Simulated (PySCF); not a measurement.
PySCF input for B(F)2(SH) (BF₂HS), SMILES FB(S)F, TDDFT-CAM-B3LYP/def2-SVPD. Geometry optimised at ωB97X-D3(BJ)/def2-SVP. One conformer was computed; it need not be the lowest.

```python
import numpy as np
from pyscf import gto, scf, dft, tdscf

mol = gto.M(
    atom='''
    B     0.00141273   -0.46478831   -0.00000000
    F     1.11232830   -1.18199260    0.00000000
    F    -1.15889686   -1.10408961    0.00000000
    S     0.10265831    1.33598257    0.00000000
    H    -1.23047958    1.52296036   -0.00000001
    ''',
    basis='def2-SVPD',
    charge=0,
    spin=0,
    symmetry=True,
    max_memory=1600,
    verbose=4,
)
mf = dft.RKS(mol, xc='cam-b3lyp').density_fit(auxbasis='def2-universal-jkfit')
mf.grids.level = 3
mf.conv_tol = 1e-9
mf.max_cycle = 100
mf.kernel()
mf.grids = dft.Grids(mol).set(level=1).build(with_non0tab=True)  # coarser grid for the response kernel
td = tdscf.TDDFT(mf)
td.singlet = True
td.nstates = 10
td.conv_tol = 1e-4
td.kernel(x0=td.get_init_guess(mf, 15))
td.analyze()
tt = tdscf.TDA(mf)
tt.singlet = False
tt.nstates = 4
tt.conv_tol = 1e-4
tt.kernel(x0=tt.get_init_guess(mf, 9))
tt.analyze(verbose=3)
```

Program output:

```
PySCF version 2.14.0

[INPUT] verbose = 4
[INPUT] num. atoms = 5
[INPUT] num. electrons = 40
[INPUT] charge = 0
[INPUT] spin (= nelec alpha-beta = 2S) = 0
[INPUT] symmetry True subgroup None
[INPUT] Mole.unit = angstrom
[INPUT] Symbol           X                Y                Z      unit          X                Y                Z       unit  Magmom
[INPUT]  1 B      0.001412730000  -0.464788310000   0.000000000000 AA    0.002669672788  -0.878322611799   0.000000000000 Bohr   0.0
[INPUT]  2 F      1.112328300000  -1.181992600000   0.000000000000 AA    2.101995847603  -2.233642295263   0.000000000000 Bohr   0.0
[INPUT]  3 F     -1.158896860000  -1.104089610000   0.000000000000 AA   -2.189997672018  -2.086426979878   0.000000000000 Bohr   0.0
[INPUT]  4 S      0.102658310000   1.335982570000   0.000000000000 AA    0.193996090311   2.524641164493   0.000000000000 Bohr   0.0
[INPUT]  5 H     -1.230479580000   1.522960360000  -0.000000010000 AA   -2.325269408070   2.877977978969  -0.000000018897 Bohr   0.0

nuclear repulsion = 144.710701097491
point group symmetry = Cs
symmetry origin: [-4.72431561e-10  1.88972618e-09 -4.72431531e-10]
symmetry axis x: [ 1.00000000e+00 -4.72236151e-09  4.94058283e-10]
symmetry axis y: [-4.72236151e-09 -1.00000000e+00  2.74396252e-10]
symmetry axis z: [-4.94058282e-10  2.74396274e-10  1.00000000e+00]
num. orbitals of irrep A' = 71
num. orbitals of irrep A" = 30
number of shells = 41
number of NR pGTOs = 151
number of NR cGTOs = 101
basis = def2-SVPD
ecp = {}


[settings echo left out]
init E= -623.48032429825
HOMO (A") = -0.334996776234327  LUMO (A') = -0.00319488502908083  gap/eV = 9.02879
cycle= 1 E= -623.077641181514  delta_E= 0.403  |g|= 0.611  |ddm|= 2.62
HOMO (A") = -0.363880812396037  LUMO (A') = 0.0108668103707981  gap/eV = 10.19740
cycle= 2 E= -623.061786481917  delta_E= 0.0159  |g|= 0.756  |ddm|= 1.09
HOMO (A") = -0.361144366766307  LUMO (A') = 0.0159600402446478  gap/eV = 10.26153
cycle= 3 E= -623.151426793648  delta_E= -0.0896  |g|= 0.0437  |ddm|= 0.521
HOMO (A") = -0.364060269897778  LUMO (A') = 0.0178370490348274  gap/eV = 10.39196
cycle= 4 E= -623.151844153309  delta_E= -0.000417  |g|= 0.0164  |ddm|= 0.0847
HOMO (A") = -0.361569670537781  LUMO (A') = 0.0181387118904044  gap/eV = 10.33239
cycle= 5 E= -623.151922840982  delta_E= -7.87e-05  |g|= 0.00346  |ddm|= 0.0256
HOMO (A") = -0.362173185459192  LUMO (A') = 0.0179687708456862  gap/eV = 10.34419
cycle= 6 E= -623.151926352066  delta_E= -3.51e-06  |g|= 0.000881  |ddm|= 0.00609
HOMO (A") = -0.362179111169101  LUMO (A') = 0.0179742459461063  gap/eV = 10.34450
cycle= 7 E= -623.151926542377  delta_E= -1.9e-07  |g|= 0.000495  |ddm|= 0.00142
HOMO (A") = -0.362156547669195  LUMO (A') = 0.0179745685688326  gap/eV = 10.34389
cycle= 8 E= -623.151926586928  delta_E= -4.46e-08  |g|= 0.000118  |ddm|= 0.000478
HOMO (A") = -0.362161350000727  LUMO (A') = 0.0179720277208095  gap/eV = 10.34396
cycle= 9 E= -623.151926590891  delta_E= -3.96e-09  |g|= 2.22e-05  |ddm|= 0.000181
HOMO (A") = -0.362166094988595  LUMO (A') = 0.0179719088510271  gap/eV = 10.34408
cycle= 10 E= -623.151926591167  delta_E= -2.76e-10  |g|= 5.65e-06  |ddm|= 5.36e-05
HOMO (A") = -0.362164429941402  LUMO (A') = 0.0179721778186854  gap/eV = 10.34404
Extra cycle  E= -623.151926591183  delta_E= -1.61e-11  |g|= 3.4e-06  |ddm|= 1.59e-05
converged SCF energy = -623.151926591183
tot grids = 24568


******** <class 'pyscf.tdscf.rks.TDDFT'> for <class 'pyscf.df.df_jk.DFSymAdaptedRKS'> ********
nstates = 10 singlet
deg_eia_thresh = 1.000e-03
wfnsym = None
conv_tol = 0.0001
eigh lindep = 1e-12
eigh level_shift = 0
eigh max_cycle = 100


Excitation energies (eV)
[6.70993517 7.44527536 7.47298121 8.51272114 8.71737139 8.84394397
 8.93018068 9.16783573 9.73434703 9.73771984]

** Singlet excitation energies and oscillator strengths **
Excited State   1:   A"      6.70994 eV    184.78 nm  f=0.0167
      20 -> 21       -0.52731
      20 -> 23        0.45544
Excited State   2:   A'      7.44528 eV    166.53 nm  f=0.1510
      19 -> 23        0.14246
      20 -> 22       -0.67959
Excited State   3:   A"      7.47298 eV    165.91 nm  f=0.0699
      20 -> 21       -0.44927
      20 -> 23       -0.50586
      20 -> 27       -0.10687
      20 -> 30       -0.11382
Excited State   4:   A"      8.51272 eV    145.65 nm  f=0.0011
      19 -> 22       -0.30698
      20 -> 24        0.60118
      20 -> 27        0.15484
Excited State   5:   A"      8.71737 eV    142.23 nm  f=0.0155
      19 -> 22        0.56664
      20 -> 24        0.31803
      20 -> 25        0.23174
Excited State   6:   A'      8.84394 eV    140.19 nm  f=0.0482
      19 -> 21       -0.64887
      19 -> 23        0.19544
      20 -> 26       -0.12446
Excited State   7:   A"      8.93018 eV    138.84 nm  f=0.0006
      19 -> 22       -0.22936
      20 -> 25        0.65462
Excited State   8:   A'      9.16784 eV    135.24 nm  f=0.0029
      20 -> 26       -0.68145
Excited State   9:   A"      9.73435 eV    127.37 nm  f=0.0385
      20 -> 24       -0.11604
      20 -> 27        0.34211
      20 -> 28       -0.50800
      20 -> 31       -0.22089
      20 -> 33        0.20745
Excited State  10:   A'      9.73772 eV    127.32 nm  f=0.2457
      19 -> 21        0.22242
      19 -> 23        0.60682
      19 -> 27        0.15067
      20 -> 22        0.12451
      20 -> 29        0.13909

** Transition electric dipole moments (AU) **
state          X           Y           Z        Dip. S.      Osc.
  1        -0.0000      0.0000     -0.3187      0.1016      0.0167
  2        -0.0189     -0.9097     -0.0000      0.8280      0.1510
  3         0.0000     -0.0000     -0.6178      0.3817      0.0699
  4         0.0000     -0.0000      0.0728      0.0053      0.0011
  5         0.0000      0.0000      0.2696      0.0727      0.0155
  6        -0.4157     -0.2233     -0.0000      0.2227      0.0482
  7        -0.0000     -0.0000     -0.0536      0.0029      0.0006
  8         0.0472     -0.1027     -0.0000      0.0128      0.0029
  9         0.0000      0.0000      0.4018      0.1615      0.0385
 10         0.1034      1.0095     -0.0000      1.0297      0.2457

** Transition velocity dipole moments (imaginary part, AU) **
state          X           Y           Z        Dip. S.      Osc.
  1        -0.0000      0.0000     -0.0813      0.0066      0.0179
  2        -0.0055     -0.2497      0.0000      0.0624      0.1520
  3        -0.0000      0.0000     -0.1680      0.0282      0.0685
  4         0.0000     -0.0000      0.0161      0.0003      0.0006
  5        -0.0000      0.0000      0.0910      0.0083      0.0172
  6        -0.1363     -0.0752     -0.0000      0.0242      0.0497
  7         0.0000     -0.0000     -0.0101      0.0001      0.0002
  8         0.0153     -0.0338      0.0000      0.0014      0.0027
  9         0.0000     -0.0000      0.1449      0.0210      0.0392
 10         0.0360      0.3659     -0.0000      0.1352      0.2519

** Transition magnetic dipole moments (imaginary part, AU) **
state          X           Y           Z
  1         0.4888      0.3278     -0.0000
  2         0.0000      0.0000     -0.0515
  3         0.3780     -0.1881      0.0000
  4         0.0063     -0.0633     -0.0000
  5        -1.0228      0.1295      0.0000
  6         0.0000      0.0000     -0.7722
  7         0.4594     -0.2060     -0.0000
  8         0.0000     -0.0000      0.1372
  9        -0.3777      0.2752     -0.0000
 10        -0.0000      0.0000     -0.3646


******** <class 'pyscf.tdscf.rks.TDA'> for <class 'pyscf.df.df_jk.DFSymAdaptedRKS'> ********
nstates = 4 triplet
deg_eia_thresh = 1.000e-03
wfnsym = None
conv_tol = 0.0001
eigh lindep = 1e-12
eigh level_shift = 0
eigh max_cycle = 100


Excitation energies (eV)
[6.22306134 6.24611703 7.12466988 7.84187104]

** Triplet excitation energies and oscillator strengths **
Excited State   1:   A'      6.22306 eV    199.23 nm  f=0.0000
Excited State   2:   A"      6.24612 eV    198.50 nm  f=0.0000
Excited State   3:   A"      7.12467 eV    174.02 nm  f=0.0000
Excited State   4:   A'      7.84187 eV    158.11 nm  f=0.0000
```

The run converged.

Cost: about 90 core-seconds (a rough figure).
